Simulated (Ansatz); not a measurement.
## Which is lower?

The two ends of one reaction step of SiH$_{4}$SF$_{2}$, singlet (PBE0-D4/def2-TZVP).

A:

```
atom    x (Å)    y (Å)    z (Å)
 Si1  -0.3767   1.1080   0.2401
  H2  -0.0477  -2.1089  -1.1511
  F3  -1.5706   0.1860  -0.2491
  F4   0.5190   1.3477  -1.0450
  H5  -0.9071   2.3930   0.7188
  H6   0.6700  -2.2126  -1.3297
  S7   0.7168   0.1850   1.7820
  H8   0.9961  -0.8981   1.0339
```

B:

Si1  (-0.834, 0.516, -0.792)
H2  (-1.126, -0.922, -0.914)
F3  (-1.646, 1.266, -1.936)
F4  (0.705, 0.774, -1.097)
H5  (-1.194, 1.144, 0.491)
H6  (1.631, -1.634, 0.739)
S7  (0.857, -1.127, 1.710)
H8  (1.607, -0.017, 1.799)
(Å)

Ansatz 0.2.0; basis: def2-TZVPP; cores frozen in the correlated methods. B3LYP uses VWN-RPA correlation.

Task: Which structure is lower at CCSD(T), and by how much? (An estimate is asked for; the value comes from the calculation.)

Result: Computed: A, by 31.3 kJ/mol (electronic energy, against the other). By their contacts, A is a complex of SiH₂SF₂ ([F][SiH]([F])[SH]) + H₂ and B is a complex of SiH₂F₂ ([F][SiH2][F]) + H₂S.

All methods give the same order:

```tsv
method	E(B) − E(A) (kJ/mol)
SPW92	34.3
PBE-D4	39.8
BLYP-D4	34.9
r2SCAN-D4	41.0
B97M-V	37.6
PBE0-D4	36.7
B3LYP-D4	32.1
r2SCAN0-D4	37.7
BHLYP-D4	28.1
CAM-B3LYP-D4	28.5
wB97X-V	32.9
wB97M-V	34.0
B2PLYP	32.3
PBE-QIDH	35.9
RPA on PBE	26.6
HF	19.2
MP2	38.0
CCSD	27.4
CCSD(T)	31.3
```

T1 diagnostic: at most 0.012.

Labels in which every atom is bracketed show which atoms are joined, not bond orders.

For scale, one of the runs: CCSD(T)/def2-TZVPP, 202 basis functions, launched by `ansatz run in.yaml --threads 4 --pin off --events-out ev --progress --plain --max-ram 9574MiB`. Time: 44 s of wall clock on 4 CPU threads of an Arm Neoverse V1; the host was shared. Peak host memory: 2.5 GiB.
